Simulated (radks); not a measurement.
Results of a calculation; reference values are marked as such.
Problem. Ionisation of O3+, [He] 2s2 2p1, to O4+, [He] 2s2, under several functionals. Dirac Kohn-Sham, spin-unpolarised, spherical densities, finite nucleus; open shells fill j = l - 1/2 first; a radial shooting solver on a logarithmic mesh with Libxc functionals. Known Delta-SCF values: PW91 77.085 eV; AM05 76.619 eV; OLYP 76.622 eV. What does B86b exchange with PBE correlation give, and what is its highest occupied eigenvalue?

Solution. 77.041 eV by Delta-SCF; the 2p1/2 eigenvalue is -65.075 eV. NIST: 77.414 eV (measured).

Beside tabulated values, note that spin-unpolarised runs miss the spin-polarisation part of the exchange energy of open shells.
